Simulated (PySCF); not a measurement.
Name the molecule from its bond curve

A diatomic of charge +1 contains Na. Its singlet curve at PBE0 in a double-zeta basis (no relativity, PySCF), in eV from the separated fragments:

```
R (Å)  E (eV)
2.548  -0.320
2.667  -0.391
2.785  -0.431
2.874  -0.445
2.963  -0.449
3.052  -0.445
3.170  -0.431
3.319  -0.404
3.496  -0.365
3.733  -0.309
```

The fit gives ωe = 203 cm⁻¹ and the rotational constant Bₑ = 0.2972 cm⁻¹.

Question: Which atom is the partner?

Answer: The minimum lies at 2.960 Å, so the reduced mass is 16.8576 u Å² cm⁻¹/(Bₑ·Re²) = 6.474 u. With Na at 22.99 u the partner weighs about 9.0 u: Be. The molecule is NaBe⁺.

Closed-shell solutions of metal pairs were not tested for spin polarisation, which can lower them a little.
